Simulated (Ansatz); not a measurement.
Gas-phase electronic energies from Ansatz, PBE0-D4/def2-TZVP geometries. CBS: MP2 limit from def2 TZ/QZ plus the TZ coupled-cluster correction, frozen cores. This one scheme is used for every species. DFT in def2-TZVPP. B3LYP here is the variant with VWN-RPA as its local correlation; programs differ in this. For Se outer-core shells are correlated without core-valence functions, which leaves a few kJ/mol of doubt a bond. Scalar relativity is left out up to krypton. Each species was taken in one conformer, which may not be the lowest.

Consider the cleavage of the B–Al bond: `[SiH3][BH][AlH][SiH3]` + `C[SeH]` → `C[Se]B[SiH3]` + `[AlH2][SiH3]`.

`[SiH3][BH][AlH][SiH3]`:

Z-matrix (Å, degrees):
```
Si
B 1 2.008
H 1 1.490 2 114.7
H 1 1.490 2 113.9 3 125.2
H 1 1.496 2 104.5 3 -117.0
Al 2 2.097 1 123.4 3 21.1
H 2 1.201 1 114.5 3 -164.9
Si 6 2.465 2 119.8 1 81.6
H 6 1.594 2 121.6 1 -95.0
H 8 1.490 6 113.0 2 7.4
H 8 1.492 6 111.3 2 128.4
H 8 1.493 6 110.3 2 -112.7
```

`C[SeH]`:

```xyz
6

C     0.309    0.421    0.159
Se   -1.082   -0.927    0.368
H     1.278   -0.050    0.008
H     0.324    0.984    1.091
H     0.071    1.092   -0.663
H    -0.901   -1.520   -0.963
```

`C[Se]B[SiH3]`:

```xyz
11

C     1.506   -1.968    0.429
Se    1.304   -0.102   -0.111
B    -0.551    0.196    0.001
Si   -1.256    2.012   -0.469
H     2.137   -2.008    1.315
H     1.979   -2.516   -0.384
H     0.523   -2.378    0.643
H    -1.254   -0.706    0.349
H    -1.982    2.599    0.693
H    -0.180    2.962   -0.869
H    -2.226    1.911   -1.596
```

`[AlH2][SiH3]`:

Z-matrix (Å, degrees):
```
Si
Al 1 2.457
H 1 1.490 2 113.4
H 1 1.492 2 110.7 3 -121.0
H 1 1.492 2 110.6 3 120.9
H 2 1.589 1 121.5 3 0.3
H 2 1.589 1 119.5 3 -179.7
```

```tsv
level	ΔE (kJ/mol)
B3LYP	-116.9
MP2/def2-TZVPP	-135.9
```

What does CCSD(T)/CBS give? (Best estimate.)

The calculation gave: -124.8 kJ/mol. The listed levels differ from it by 7.9, -11.1 kJ/mol.

Largest T1 diagnostic among the species: 0.014.

In def2-TZVPP, CCSD(T) changes the Hartree–Fock value by −14.4 kJ/mol (the triples alone add −4.5 kJ/mol) and MP2 by −26.3 kJ/mol. The D4 term adds −3.2 kJ/mol with B3LYP and −1.4 kJ/mol with PBE0; it sums over pairs of atoms, weighted by their polarisabilities, and B3LYP, whose exchange is more repulsive, gets the larger term.
